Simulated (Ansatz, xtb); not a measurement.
Relaxing a trial structure of BCuFGeH2In

The starting geometry of this gas-phase singlet was built from a drawn formula by distance geometry and a force field; its bonds are those of `[H]/[B]=[Ge](/[Cu])[InH][F]`.

```xyz
7

B    -3.1963   -0.7137    0.9234
Cu   -2.7589    1.1159   -2.2862
F     1.3501   -0.6845    0.2621
Ge   -2.1800   -0.0411   -0.2991
In    0.1857    0.8730    0.6187
H    -3.2426   -1.0970    1.7727
H     0.1384    1.3565    2.0971
```

Task: Predict what becomes of its bonds when it is optimised with r2SCAN-D4/def2-SVP.

Result: New bonds form, giving a structure given below by its coordinates. Distances that change by over a tenth: B1–Ge4 (1.73 → 1.95 Å), B1–H6 (0.93 → 1.21 Å), In5–H7 (1.56 → 1.73 Å). Contacts that close: B1–Cu2 (3.72 → 2.03 Å), B1–In5 (3.75 → 2.50 Å), Cu2–In5 (4.14 → 2.84 Å).

The energy falls by 4.86 eV over 24 steps:

| step | E − E(last) (eV) |
| --- | --- |
| 1 | 4.857 |
| 4 | 1.664 |
| 6 | 1.366 |
| 9 | 0.864 |
| 11 | 0.436 |
| 14 | 0.054 |
| 16 | 0.020 |
| 19 | 0.004 |
| 21 | 0.001 |
| 24 | 0.000 |

Final geometry (Å):

```xyz
7

B    -2.8144   -0.2762    0.5559
Cu   -2.4276    0.9471   -1.0232
F     1.2931    0.2077   -0.2786
Ge   -2.0064   -1.3747   -0.8446
In   -0.3734    0.2168    0.7923
H    -3.3405    0.1561    1.5546
H    -0.0344    0.9322    2.3323
```

From the same start GFN2-xTB ends elsewhere, differing in B1–In5 (2.89 against 2.50 Å here), Cu2–F3 (1.94 against 3.87 Å here).

No frequencies were run, so the end isn't proven a minimum. Atoms past krypton carry core potentials, without spin–orbit terms. Run with Ansatz 0.2.0, 64 s on 2 threads of Intel(R) Xeon(R) 6975P-C (Granite Rapids), on a shared host.
